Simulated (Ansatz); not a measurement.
Correlation energies of C₁₁H₉F₃O₂ (`C=C(C(=O)OCc1ccccc1)C(F)(F)F`) by basis set

```xyz
25

C    -2.959   -1.406   -0.554
C    -2.336   -0.579   -1.383
C    -1.361    0.449   -0.926
O    -0.726    1.140   -1.676
O    -1.289    0.506    0.405
C    -0.325    1.427    0.954
C     1.014    0.779    1.120
C     1.304    0.062    2.277
C     2.532   -0.560    2.432
C     3.485   -0.468    1.427
C     3.205    0.247    0.272
C     1.976    0.868    0.118
C    -2.570   -0.643   -2.870
F    -3.024    0.520   -3.346
F    -1.455   -0.951   -3.535
F    -3.482   -1.576   -3.178
H    -3.654   -2.149   -0.921
H    -2.776   -1.350    0.511
H    -0.745    1.711    1.918
H    -0.267    2.301    0.306
H     0.560   -0.005    3.064
H     2.749   -1.112    3.338
H     4.448   -0.952    1.547
H     3.948    0.322   -0.514
H     1.748    1.419   -0.787
```

Total charge 0; spin multiplicity 1. The geometry is a stationary point of PBE0-D4/def2-TZVP. It is one conformer, not always the lowest. Frozen core, restricted reference, Ansatz 0.2.0.

| basis | HF (Eh) | MP2 corr. |
| --- | --- | --- |
| def2-SVP | -869.17492 | -2.32878 |
| def2-TZVPP | -870.19063 | -2.92478 |
| def2-QZVPP | -870.22723 | -3.14462 |

(1) Estimate the CCSD correlation energy and the (T) correction in each basis where they were run (hartree).

## Answers

(1) 
```json
{"basis": "def2-SVP", "CCSD corr.": "-2.40356", "(T)": "-0.08443"}
```
